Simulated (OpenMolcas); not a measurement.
**W+: from CASSCF to CASPT2**

```
Program             : OpenMolcas
Basis               : ANO-RCC-VQZP [9s8p6d4f3g2h]
Scalar Hamiltonian  : DKH2, point nucleus
Active space        : 5 electrons in 6 orbitals (5d 6s)
State averaging     : 2S+1 = 6 even, 6 roots; 2S+1 = 4 even, 81 roots kept (CI in the orbitals of an earlier block); 2S+1 = 2 even, 125 roots kept (CI in the orbitals of an earlier block, 113 in the spin-orbit step)
Spin-orbit coupling : state interaction with AMFI integrals over the reference wave functions, term energies averaged over their components
```

Methods on the same reference wave functions:
A. CASSCF
B. SS-CASPT2, IPEA 0.25 Eh, imaginary shift 0.1 Eh (closed shells correlated: 5s 5p)
C. MS-CASPT2, IPEA 0.25 Eh, imaginary shift 0.1 Eh (closed shells correlated: 5s 5p)

Energies in cm⁻¹ above 5d⁴ 6s ⁶D_1/2, the measured ground level; measured values from NIST Handbook of Basic Atomic Spectroscopic Data.

| Level | A | B | C | Measured |
| --- | --- | --- | --- | --- |
| 5d⁴ 6s ⁶D_1/2 | 0.0 | 0.0 | 0.0 | 0.0 |
| 5d⁴ 6s ⁶D_3/2 | 1337 | 1650 | 1650 | 1519 |
| 5d⁴ 6s ⁶D_5/2 | 2954 | 3420 | 3420 | 3172 |
| 5d⁴ 6s ⁶D_7/2 | 4583 | 4950 | 4950 | 4716 |
| 5d⁴ 6s ⁶D_9/2 | 6214 | 6290 | 6290 | 6147 |
| 5d⁵ ⁶S_5/2 | 8432 | 7790 | 7790 | 7420 |
| 5d⁴ 6s ⁴P_1/2(1) [59 %] | 12301 | 9490 | 9490 |  |
| 5d⁴ 6s ⁴F_3/2(1) [62 %] | 16276 | 12030 | 12030 |  |
| 5d⁴ 6s ⁴D_1/2(1) [65 %] | 18310 | 13810 | 13810 |  |
| 5d⁴ 6s ⁴D_3/2(1) [68 %] | 20012 | 15720 | 15720 |  |
| 5d⁴ 6s ⁴H_11/2 [57 %] | 21349 | 18610 | 18610 |  |
| 5d⁴ 6s ⁴H_13/2 | 23452 | 20690 | 20690 |  |
| 5d⁴ 6s ⁴G_9/2 [52 %] | 23882 | 20520 | 20520 |  |
| 5d⁴ 6s ⁴G_11/2 [53 %] | 25099 | 22140 | 22140 |  |
| 5d⁴ 6s ²F_5/2(1) [62 %] | 25539 | 20910 | 20910 |  |
| 5d⁴ 6s ⁴D_3/2(2) [58 %] | 29058 | 24010 | 24010 |  |
| 5d⁴ 6s ⁴F_5/2(2) [64 %] | 29484 | 22530 | 22530 |  |
| 5d⁴ 6s ⁴D_5/2(2) | 30224 | 25400 | 25400 |  |
| 5d⁴ 6s ²H_11/2(1) [64 %] | 30812 | 25020 | 25020 |  |
| 5d⁵ ⁴G_5/2 [58 %] | 33120 | 27600 | 27600 |  |
| 5d⁴ 6s ²I_11/2 [60 %] | 33762 | 28690 | 28690 |  |
| 5d⁴ 6s ²I_13/2 | 34453 | 30010 | 30010 |  |

Deviations, from unrounded energies. A percentage is the sum of absolute deviations over the sum of measured energies, with the sign that they share, or ± where signs differ.

| Against measurement | Levels | A | B | C |
| --- | --- | --- | --- | --- |
| mean absolute deviation (cm-1) | 5 | 320 | 230 | 230 |
| fine structure of the ground term (%) | 4 | ±3.9 | +4.8 | +4.8 |
| other configurations (%) | 1 | +13.6 | +5.0 | +5.0 |

B, C lie about equally close to measurement and A furthest from it. The largest miss of B in the table is 5d⁵ ⁶S_5/2, by +370 cm-1. The ranking rests on the paired levels alone, and a cruder setting can come out closer through cancelling errors.

Between B and C no level of the table moves by more than 5 cm-1.

The two smallest mean deviations differ by little beside CASPT2's spread within terms, so their order carries little weight.

From A to B the spin-free energies of the other terms of 5d⁴ 6s shown, above ⁶D, scale by factors of 0.65 to 0.82.

The lowest spin-free term lies below A's lowest term by 0.341 hartree in B, 0.341 hartree in C.

CASPT2 breaks the degeneracy within a term, and the mean is taken; among the terms shown or strongly mixed into the levels shown the widest spread is 570 cm-1 (5d⁴ 6s ²H(1), B). Some high roots are left out of the spin-orbit mixing, which shifts the levels that they would mix with. Terms from blocks run as CI alone lack orbitals of their own. Configurations are named by rounded mean occupations; where the s occupation lies near a half they are strongly mixed, a name can repeat and a true partner stay unpaired. A single d shell beside an s shell can misplace configurations of different d count against each other. Without dynamic correlation excited terms often stand tens of per cent too high (terms of higher spin than the ground term too low), and those without a measured partner can miss by more than the paired ones (holds for A). The CASPT2 spread within a term exceeds the gap to the next term for 5d⁴ 6s ⁴F(2) and 5d⁴ 6s ²G(1), so the order of their levels is uncertain (holds for B; C). Blocks of more than 70 roots (2S+1 = 4 even, 2 even) ran without multistate coupling (holds for C). Measured partners are found by configuration, term and J. A level has none where our copy of the source lacks it or the pairing is in doubt (some pairs that miss far off the trend of their configuration count as doubtful), and it then counts in no deviation. Only configurations of the active space appear. Levels that lie high or do not pair safely by name in every column are left out.

A share in square brackets marks a mixed level and gives the weight of the term that names it, the lowest over the columns. A number in round brackets counts repeated terms of one configuration in the order of the reference energies.
